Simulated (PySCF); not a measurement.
Two species compared at the same levels of theory.

First species: C₆H₁₁B.
Atom-mapped SMILES: `[CH2:1]=[CH:2][BH:3][CH:4]1[CH2:5][CH2:6][CH2:7]1` (hydrogens: H8, H9 on C1; H10 on C2; H11 on B3; H12 on C4; H13, H14 on C5; H15, H16 on C6; H17, H18 on C7)

Second species: ZrBrF3 (singlet state).
SMILES: `[F][Zr]([F])([F])[Br]`

Levels: wB97X-D/def2-SVPD for dipole moment, HOMO energy, LUMO energy, HOMO–LUMO gap and static isotropic polarisability; TDDFT wB97X-D/def2-SVPD for lowest singlet excitation; TDA wB97X-D/def2-SVPD for lowest triplet excitation (Tamm–Dancoff); ΔSCF wB97X-D/def2-SVPD for vertical ionisation energy; PBE0-D3(BJ)/def2-SVP for rotational constant A and rotational constant C. Geometries: PBE0-D3(BJ)/def2-SVP. All species are isolated and taken at one optimised geometry (atoms past krypton carry core potentials, spin–orbit coupling is left out); the electronic structure was computed with PySCF and density fitting.

The conformers computed, where there is a choice (atom-mapped SMILES and torsion angles):
- `[CH2:1]=[CH:2][BH:3][CH:4]1[CH2:5][CH2:6][CH2:7]1`: C1–C2–B3–C4 178°, C2–B3–C4–C5 134°

Values for the first species:

* Dipole moment: 0.62 D
* HOMO energy: -9.78 eV
* LUMO energy: 0.13 eV
* HOMO–LUMO gap: 9.91 eV
* Lowest singlet excitation: 5.18 eV
* Lowest triplet excitation (Tamm–Dancoff): 3.82 eV
* Static isotropic polarisability: 86.6 au
* Vertical ionisation energy: 9.88 eV
* Rotational constant A: 7.595 GHz
* Rotational constant C: 1.146 GHz

(1) Estimate the same properties for the second species, and the change in each.

## Answers

(1) 
```tsv
property	first	second	second less first
dipole moment	0.62 D	0.06 D	-0.56 D
HOMO energy	-9.78 eV	-11.17 eV	-1.39 eV
LUMO energy	0.13 eV	-0.27 eV	-0.40 eV
HOMO–LUMO gap	9.91 eV	10.90 eV	+0.99 eV
lowest singlet excitation	5.18 eV	5.99 eV	+0.81 eV
lowest triplet excitation (Tamm–Dancoff)	3.82 eV	5.72 eV	+1.90 eV
static isotropic polarisability	86.6 au	57.5 au	-29.1 au
vertical ionisation energy	9.88 eV	11.78 eV	+1.90 eV
rotational constant A	7.595 GHz	2.826 GHz	-4.769 GHz
rotational constant C	1.146 GHz	1.025 GHz	-0.121 GHz
```

On the first: The ΔSCF ionisation energy exceeds −ε(HOMO) by 0.10 eV with wB97X-D. The dipole equals about 2.1 × 10⁻³⁰ C·m (1 D = 3.33564 × 10⁻³⁰ C·m).

On the second: The ΔSCF ionisation energy exceeds −ε(HOMO) by 0.61 eV with wB97X-D. The polarisability is 8.52 Å³ as a volume (1 au = 0.148185 Å³). Atoms past krypton carry effective core potentials; spin–orbit coupling is left out.
